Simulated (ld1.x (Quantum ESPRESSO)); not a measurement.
# Cd (Z = 48), ultrasoft: configuration errors across variants

ld1.x (Quantum ESPRESSO) 7.5 input, shortened:

```
&input
   title='Cd', zed=48., rel=0, dft='PZ', iswitch=3,
   config='[Kr] 4d10 5s0.5 5p0'
 /
 &inputp
   pseudotype=3, tm=.true., lloc=-2, rcloc=2.00,
   nlcc=.true., new_core_ps=.true.,
   which_augfun='PSQ', rmatch_augfun_nc=.true.
 /
6
5S  1  0   0.50   0.00  1.70  2.20  0.0
5S  1  0   0.00   2.75  1.70  2.20  0.0
5P  2  1   0.00   0.00  2.45  2.70  0.0
5P  2  1   0.00   0.90  2.45  2.70  0.0
4D  3  2  10.00   0.00  1.50  1.95  0.0
4D  3  2   0.00  -0.85  1.50  1.95  0.0
 &test
   configts(1)='4d10 5s0.5 5p0'
 /
```

All-electron excitation energies from the reference (eV): (1) 4d10 5s2 5p0 -16.407; (2) 4d10 5s1 5p0 -7.334; (3) 4d10 5s0 5p0 9.299; (4) 4d10 5s0 5p2 -7.632; (5) 4d9 5s2 5p1 -2.912; (6) 4d10 5s0 5p1 -2.104; (7) 4d10 5s0.5 5p0 spin -0.057; (8) 4d10 5s1 5p0 spin -7.527.

Spin tests fill each open shell by Hund’s rule, majority spin first.

The default core radius of the base comes out at 0.72 bohr.

Tests that are not counted but printed errors over 1 eV. “base”: 4d8 5s0 5p0 (solver errors, printed error -676 eV). “core correction Bessel-smoothed model core inside 2.38 bohr”: 4d8 5s0 5p0 (solver errors, printed error -658 eV). “wave 4d channel at -0.85 Ry: rcut 1.50, rcutus 1.95 bohr becomes 4d channel at -0.21 Ry: rcut 1.50, rcutus 1.95 bohr”: 4d8 5s0 5p0 (solver errors, printed error -676 eV). “waves 5p (bound): rcut 2.45, rcutus 3.48 bohr; 5p channel at 0.9 Ry: rcut 2.45, rcutus 3.48 bohr”: 4d8 5s0 5p0 (solver errors, printed error -676 eV). “local potential all-electron potential smoothed inside 1.72 bohr (lloc = -2)”: 4d8 5s0 5p0 (solver errors, printed error -676 eV).

6 further variants failed, have other tests or another functional or relativity, and are left out.

Errors AE − PS in meV (a dash: test not solved or not reliable):

| change | (1) | (2) | (3) | (4) | (5) | (6) | (7) | (8) | bound ghosts |
| --- | --- | --- | --- | --- | --- | --- | --- | --- | --- |
| base | -1.0 | -0.3 | -0.5 | -1.9 | -71 | -0.8 | -0.1 | -0.2 | none |
| core correction Bessel-smoothed model core inside 2.38 bohr | +2.4 | +0.3 | +0.4 | -1.6 | +13 | -0.5 | +1.1 | +3.9 | none |
| wave 4d channel at -0.85 Ry: rcut 1.50, rcutus 1.95 bohr becomes 4d channel at -0.21 Ry: rcut 1.50, rcutus 1.95 bohr | -0.8 | -0.3 | -0.4 | -1.8 | -80 | -0.7 | -0.1 | -0.2 | none |
| waves 5p (bound): rcut 2.45, rcutus 3.48 bohr; 5p channel at 0.9 Ry: rcut 2.45, rcutus 3.48 bohr | -1.0 | -0.3 | -0.5 | -7.6 | -102 | -3.9 | -0.1 | -0.2 | none |
| local potential all-electron potential smoothed inside 1.72 bohr (lloc = -2) | -0.9 | -0.3 | -0.5 | -1.8 | -71 | -0.8 | -0.1 | -0.2 | none |

**Question.** Give the same row for: waves 4d (bound): rcut 1.50, rcutus 2.76 bohr; 4d channel at -0.85 Ry: rcut 1.50, rcutus 2.76 bohr.

**Answer.** –, –, –, –, –, –, –, –; bound ghosts: none.
